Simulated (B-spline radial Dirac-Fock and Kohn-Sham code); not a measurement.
## Auger parameter of terbium: the M5 level and its strongest M5-NN line

Calculated with a B-spline atomic structure program, using multi-electron Dirac-Fock with separately optimised hole states, Breit and Lamb-shift corrections added in first order. The modified Auger parameter α′ is the binding energy plus the kinetic energy of the Auger electron; it does not depend on the energy zero. For free ions it tends to fall with charge, since less charge screens the final holes.

```csv
species,configuration,binding 3d5/2 (eV),Auger line,kinetic (eV),α′ (eV)
Tb,[Xe] 4f9 6s2,1243.1,N5N5 J=4,911.5,2154.6
Tb,[Xe] 4f8 5d1 6s2,1252.6,N5N5 J=4,904.7,2157.3
Tb,[Xe] 4f9 6s1 6p1,1244.4,N5N5 J=4,910.3,2154.7
Tb⁺,[Xe] 4f9 6s1,1250.0,N5N5 J=4,903.3,2153.3
Tb⁺,[Xe] 4f8 6s2,1262.6,N5N5 J=4,892.9,2155.5
Tb⁺ (Watson 1.8 Å),[Xe] 4f9 6s1,1242.9,N5N5 J=4,910.9,2153.7
Tb²⁺,[Xe] 4f9,1258.1,N5N5 J=4,894.2,2152.2
Tb²⁺ (Watson 1.6 Å),[Xe] 4f9,1240.2,N5N5 J=4,912.1,2152.3
Tb²⁺ (Watson 2.7 Å),[Xe] 4f9,1247.4,N5N5 J=4,904.8,2152.2
Tb³⁺,[Xe] 4f8,1280.0,N5N5 J=4,873.7,2153.7
Tb³⁺,[Xe] 4f6 5d2,1302.5,N5N5 J=4,859.7,2162.2
Tb³⁺,[Xe] 4f7 6p1,1295.8,N5N5 J=4,861.7,2157.4
Tb³⁺,[Xe] 4f7 6s1,1294.6,N5N5 J=4,862.8,2157.4
Tb³⁺ (Watson 2.4 Å),[Xe] 4f8,1262.0,N5N5 J=4,891.7,2153.7
Tb⁴⁺,[Xe] 4f7,1304.7,N5N5 J=4,852.0,2156.7
Tb⁴⁺ (Watson 1.6 Å),[Xe] 4f7,1268.8,N5N5 J=4,887.9,2156.7
Tb⁴⁺ (Watson 3 Å),[Xe] 4f7,1285.5,N5N5 J=4,871.2,2156.7
Tb⁵⁺,[Kr] 4d10 4f7 5s2 5p5,1322.5,N5N5 J=4,833.9,2156.4
Tb⁶⁺,[Kr] 4d10 4f8 5s2 5p3,1332.1,N5N5 J=4,820.2,2152.3
Tb⁷⁺,[Kr] 4d10 4f7 5s2 5p3,1360.3,N5N5 J=4,796.3,2156.6
Tb⁸⁺,[Kr] 4d10 4f7 5s2 5p2,1380.4,N5N5 J=4,776.7,2157.1
```
